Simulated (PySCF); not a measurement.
1-fluoro-1-methoxycyclopropane (C4H7FO), SMILES C1CC1(OC)F. Coordinates come from a B3LYP-D3(BJ)/def2-SVP optimisation. Other conformers were not sampled.

Level of theory: B3LYP-D3(BJ)/def2-SVP (PySCF 2.14.0).

Harmonic wavenumbers (cm⁻¹): 119, 170, 247, 347, 367, 494, 577, 727, 767, 880, 910, 971, 1023, 1042, 1081, 1110, 1168, 1175, 1214, 1277, 1362, 1411, 1458, 1465, 1485, 1516, 3007, 3088, 3129, 3136, 3147, 3229, 3240. Rotational constants (GHz): 5.771, 3.127, 2.630; symmetry number 1.

Work out the zero-point energy and the ideal-gas rigid-rotor harmonic-oscillator thermochemistry at 298.15 K and 1 atm.

ZPE = ½ Σ hcν = ½ × 46341 cm⁻¹ = 66.25 kcal/mol. H − E(el) = 70.80 kcal/mol. Entropy in cal/(mol K): translation 39.41, rotation 26.32, vibration 12.20, total 77.92. G − E(el) = 47.56 kcal/mol. Cp = 24.51 cal/(mol K). Modes under 150 cm⁻¹ make the vibrational entropy uncertain.
